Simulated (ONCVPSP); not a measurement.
## What one change does to a pseudopotential (carbon (C), ONCV)

C (Z = 6), optimised norm-conserving Vanderbilt (ONCV), made with ONCVPSP 4.0.1 (LDA (Perdew-Zunger), scalar-relativistic). Core [He], reference 2s2 2p1 (charge +1). Waves: 2s: rc 1.05 bohr, ncon 4, nbas 7, qcut 6.9 1/bohr, 1 projector; 2p: rc 2.00 bohr, ncon 5, nbas 8, qcut 6.2 1/bohr, 3 projectors, debl 2.6 Ha. Local part: polynomial inside 0.90 bohr (lpopt 5, dvloc0 3 Ha). Core correction: Teter function, fcfact 5.25, rcfact 1.6.

Change: s: rc 1.32.

Cutoffs: the cutoffs (Ha) at which the residual kinetic energy of the hardest occupied pseudo-wave falls to 1 and 0.1 mHa per electron; they do not see the model core or the augmentation charge, which bear on the density cutoff. Errors are all-electron minus pseudo energies relative to the spin-unpolarised reference configuration.

**Question.** How do hardness, ghosts and transferability respond?

**Answer.** The potential gets softer (21 Ha and 40 Ha → 18 Ha and 23 Ha); the errors of the 4 common tests hardly move; neither file shows a bound ghost. A larger radius leaves more room for a smooth pseudo-wave, so fewer plane waves are needed.

| quantity | base | changed |
| --- | --- | --- |
| cutoff, loose | 21 Ha | 18 Ha |
| cutoff, tight | 40 Ha | 23 Ha |
| loose cutoff by channel | s 21 Ha, p 16 Ha | s 18 Ha, p 16 Ha |
| bound ghosts | none | none |
| GHOST(+) flags under 300 eV | none | none |
| error for 2s2 2p2, meV [ΔE -10.99 eV] | +25 | +26 |
| error for 2s2 2p0, meV [ΔE 24.26 eV] | +88 | +93 |
| error for 2s1 2p0, meV [ΔE 72.23 eV] | +202 | +199 |
| error for 2s1 2p2, meV [ΔE 8.49 eV] | +10 | +11 |
| p: phases at 2.03 bohr within 0.05 rad from the reference energy up to (Ha; the scan ends near 5) | to the end of the scan | to the end of the scan |
| rms error of d²Exc/dni dnj with the model core, mHa | 1.10 | 1.20 |
